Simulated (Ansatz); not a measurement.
Wavefunction ladder for C2H7AlZn (`[CH3][AlH][Zn][CH3]`)

| atom | x (Å) | y (Å) | z (Å) |
| --- | --- | --- | --- |
| C1 | -0.311 | -1.401 | 2.339 |
| Al2 | 0.137 | 0.309 | 1.483 |
| Zn3 | 0.155 | 0.691 | -1.000 |
| C4 | 0.169 | 0.988 | -2.944 |
| H5 | 0.556 | -1.773 | 2.899 |
| H6 | -1.110 | -1.262 | 3.075 |
| H7 | -0.621 | -2.185 | 1.644 |
| H8 | 0.511 | 1.487 | 2.504 |
| H9 | 0.110 | 0.041 | -3.488 |
| H10 | 1.084 | 1.499 | -3.258 |
| H11 | -0.680 | 1.605 | -3.253 |

Total charge 0; spin multiplicity 1. For Zn the d shell is correlated and the shells below it are frozen. Scalar relativity is left out up to krypton. The structure was optimised at the PBE0-D4/def2-TZVP level. It is one conformer, not always the lowest. Frozen core, restricted reference, the Gaussian-basis code of Ansatz.

| basis | HF (Eh) | MP2 corr. | CCSD corr. | (T) | CCSD(T) total |
| --- | --- | --- | --- | --- | --- |
| def2-SVP | -2099.13647 | ? | -0.69039 | -0.01962 | ? |
| def2-TZVPP | ? | -0.95167 | ? | -0.03265 | ? |
| def2-QZVPP | -2099.60367 | ? | – | – | – |

**Question.** Fill in the withheld values. (Best estimate.)

**Answer.** Computed: def2-SVP MP2 corr.: -0.66302; def2-SVP CCSD(T) total: -2099.84648; def2-TZVPP HF (Eh): -2099.55176; def2-TZVPP CCSD corr.: -0.94785; def2-TZVPP CCSD(T) total: -2100.53226; def2-QZVPP MP2 corr.: -1.01641.
